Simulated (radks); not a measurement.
Numerical settings for the thallium ion Tl3+, [Xe] 4f14 5d10. Calculated with a radial shooting solver on a logarithmic mesh with Libxc functionals: scalar-relativistic Kohn-Sham, PBE, spin-polarised, spherical densities, point nucleus. The defaults (mesh step 0.008 in ln r, mesh end at 40 bohr or more with all orbitals vanishing there, Anderson mixing 0.5 over 9 steps, residual threshold near 1e-9 with the energy settled to 1e-9 hartree or 1e-11 of itself, here a cap of 84 iterations) give E = -20243.885 hartree and 5d at -44.318 eV in 14 iterations. Run on one thread of a shared host, so times are rough (Arm Neoverse V2): 0.28 s of CPU time, 0.28 s wall, 14 iterations on 2501 mesh points. Changes against that run (0 stands for a change within the tolerance of the run):

| setting | iterations | converged | E (mhartree) | e(5d) (meV) | CPU (s) |
|---|---|---|---|---|---|
| mesh step in ln r 0.05 | 14 | yes | +0.125 | -0.0126 | 0.06 |
| mesh step in ln r 0.02 | 14 | yes | 0 | 0 | 0.12 |
| mesh step in ln r 0.08 | 2 | no | diverged | - | 0.05 |
| mesh end (bohr) 3 | 14 | yes | +324 | +3.88e+03 | 0.26 |
| mesh end (bohr) 400 | 14 | yes | 0 | 0 | 0.28 |
| residual threshold 1e-16 | 84 | no | 0 | 0 | 0.67 |
| residual threshold 0.01 | 11 | yes | 0 | -0.00281 | 0.24 |
| mixing 0.2 | 17 | yes | 0 | 0 | 0.33 |
| linear mixing, mixing 0.8 | 84 | no | +0.000815 | +0.0947 | 1.6 |
| linear mixing, mixing 0.05 | 84 | no | -9.27 | -209 | 1.6 |
| mixing history 3 | 16 | yes | 0 | 0 | 0.3 |
| iteration cap 3 | 3 | no | -12.2 | -995 | 0.08 |

Settings that end as converged yet miss the energy by more than 1 mhartree: mesh end (bohr) 3 (+0.324 hartree). A mesh that ends early acts as a hard wall.
